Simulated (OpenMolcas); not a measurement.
## Mo3+: effect of the basis set

```json
{"Program": "OpenMolcas 26.06", "Method": "RASSCF", "Active space": "9 electrons in 8 orbitals (RAS1 4p, at most 2 holes; RAS2 4d)", "State averaging": "2S+1 = 4 even, 10 roots; 2S+1 = 2 even, 40 roots", "Spin-orbit coupling": "RASSI with atomic mean-field integrals over the reference wave functions, term energies averaged over their components"}
```

A. ANO-R2 [7s5p4d2f1g], X2C, finite nucleus; cost of the order of 21 core-seconds
B. ANO-RCC-VTZP [7s6p4d2f1g], DKH2, point nucleus; cost of the order of 30 core-seconds
C. ANO-RCC-VQZP [8s7p5d3f2g1h], DKH2, point nucleus; cost about 30 core-seconds

Energies in cm-1 above 4d3 4F 3/2, the measured ground level; measured values from Sugar and Musgrove, J. Phys. Chem. Ref. Data 17, 155 (1988).

```csv
Level,A,B,C,Measured
4d3 4F 3/2,0.0,0.0,0.0,0.0
4d3 4F 5/2,804,787,781,778
4d3 4F 7/2,1829,1793,1779,1760
4d3 4F 9/2,3005,2952,2931,2865
4d3 4P 1/2,12382,12488,12525,10338
4d3 4P 3/2,12409,12528,12568,10331
4d3 4P 5/2,13668,13748,13774,11612
4d3 2G 7/2,14305,14455,14502,11580
4d3 2G 9/2,15145,15289,15334,12311
4d3 2P 1/2,17092,17263,17311,14348
4d3 2D 5/2(1),19519,19708,19757,16809
4d3 2H 9/2,19792,19966,20016,15995
4d3 2H 11/2,20275,20453,20503,16357
4d3 2F 7/2,30336,30636,30703,24787
4d3 2F 5/2,30689,30987,31054,25100
4d3 2D 5/2(2),44960,45457,45550,38922
4d3 2D 3/2(2),45447,45937,46029,
```

Deviations, from unrounded energies. A percentage is the sum of absolute deviations over the sum of measured energies, with the sign that they share, or ± where signs differ.

```
                        Against measurement  Levels      A      B      C
             mean absolute deviation (cm-1)      15   2800   3000   3000
      fine structure of the ground term (%)       3   +4.4   +2.4   +1.6
other terms of the ground configuration (%)      12  +20.2  +21.3  +21.6
```

A lies closest to measurement on these levels and C furthest from it. The largest miss of A in the table is 4d3 2D 5/2(2), by +6000 cm-1. The ranking rests on the paired levels alone, and a cruder setting can come out closer through cancelling errors.

Among A to C the level of the table that moves most is 4d3 2D 5/2(2), by 590 cm-1 (lowest in A, highest in C).

Without dynamic correlation excited terms often stand tens of per cent too high (terms of higher spin than the ground term too low), and those without a measured partner can miss by more than the paired ones. Active for correlation alone: 4p; no level in the range computed is led by a configuration that opens it, so any true level of that kind is missing. Measured partners are found by configuration, term and J. A level has none where our copy of the source lacks it or the pairing is in doubt (some pairs that miss far off the trend of their configuration count as doubtful), and it then counts in no deviation. Levels of configurations outside the active space are missing. Levels that lie high or do not pair safely by name in every column are left out.

A number in round brackets counts repeated terms of one configuration in the order of the reference energies.
